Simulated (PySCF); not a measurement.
Computed shifts of a molecule C₂H₈BNO, B3LYP/pcSseg-1 (PySCF), GIAO, gas phase, atoms alike by connectivity averaged where their shifts nearly agree, in ppm (number of nuclei): ¹H: 4.34 (1), 4.25 (1), 4.11 (1), 2.97 (1), 2.87 (1), 1.46 (3). ¹³C: 71.0 (1), 23.8 (1). ¹⁵N: 81.9 (1). References: ¹¹B against BF3 (σ = 86.3 ppm); ¹H against TMS (σ = 31.68 ppm); ¹⁷O against H2O (σ = 333.8 ppm); ¹³C against TMS (σ = 181.3 ppm); ¹⁵N against NH3 (σ = 265.5 ppm), references at their B3LYP-D3(BJ)/def2-TZVP geometries, non-relativistic. Geometry optimised at B3LYP-D3(BJ)/def2-SVP. One conformer was computed; it need not be the lowest.

Q: Identify the compound among the candidates.
(A) CCOBN
(B) COB(C)N
(C) CCB(N)O
(D) CN(C)BO

A: A, CCOBN
